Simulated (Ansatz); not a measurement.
# Abstraction of Cl: MgCl2 + CH2Br → MgCl + CH2BrCl

Species: MgCl2 `[Cl][Mg][Cl]`, singlet; CH2Br `[CH2]Br`, doublet; MgCl, doublet; CH2BrCl (bromochloromethane) `ClCBr`, singlet. A radical takes Cl: the energy is the difference in strength between the Mg–Cl bond broken and the C–Cl bond made.

Shapes, held fixed at every level: PBE0-D4/def2-TZVP. Programs: Ansatz 0.2.0. The zero-point and thermal change to 298 K, harmonic and unscaled (PBE0-D4/def2-TZVP), is +9.1 kJ/mol.

```
               level                    kind  ΔH(298 K) (kJ/mol)  less CCSD(T)/def2-TZVPP
        MP2/def2-SVP     perturbation theory              +129.6                     +4.2
       HF/def2-TZVPP            Hartree–Fock              +158.5                    +33.1
    SPW92/def2-TZVPP                     LDA               +85.1                    -40.3
   PBE-D4/def2-TZVPP                     GGA              +108.2                    -17.2
r2SCAN-D4/def2-TZVPP                meta-GGA              +137.5                    +12.1
  wB97M-V/def2-TZVPP  range-separated hybrid              +132.6                     +7.2
       CCSD/def2-SVP   coupled cluster or CI              +145.2                    +19.8
  CCSD(T)/def2-TZVPP   coupled cluster or CI              +125.4                      0.0
```

The highest level, CCSD(T)/def2-TZVPP, gives ΔH(298 K) = +125.4 kJ/mol; the levels span +85.1 to +158.5. The column of differences is taken from that level and isn't an error. No measured value is set beside it here. Open shells run unrestricted. Relativity is left out for Br. Outer-core shells of Br, Mg are correlated in most correlated rows, in sets that cover them unevenly.
